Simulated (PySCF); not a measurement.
## C³⁺ (carbon, charge +3) across methods

[He] 2s1, 2S determinant. All numbers are calculated (PySCF 2.14, scalar relativity by spin-free X2C-1e, in aug-cc-pVDZ-DK).

```
 method  E (hartree)  mean ε 1s α (eV)  mean ε 1s β (eV)  mean ε 2s α (eV)  Σ⟨r²⟩ (bohr²)   ⟨S²⟩
 r2SCAN     -34.7795           -336.66           -335.95           -57.994          2.151  0.750
    PBE     -34.7336           -332.92           -331.99           -57.663          2.154  0.750
    UHF    -34.73217           -368.67           -366.78           -64.185          2.160  0.750
    LDA     -34.4082           -329.73           -328.79           -57.213          2.162  0.750
r2SCAN0     -34.7811           -344.81           -343.82           -59.606          2.150  0.750
wB97X-V     -34.7998           -343.13           -342.29           -61.920          2.160  0.750
  B3LYP     -34.7853           -340.70           -339.74           -59.065          2.145  0.750
   PBE0     -34.7473           -342.06           -340.89           -59.406          2.153  0.750
```

Problem. Estimate the same row for M06.

Solution. E (hartree) = -34.7872; mean ε 1s α (eV) = -342.30; mean ε 1s β (eV) = -341.30; mean ε 2s α (eV) = -58.865; Σ⟨r²⟩ (bohr²) = 2.153; ⟨S²⟩ = 0.750.
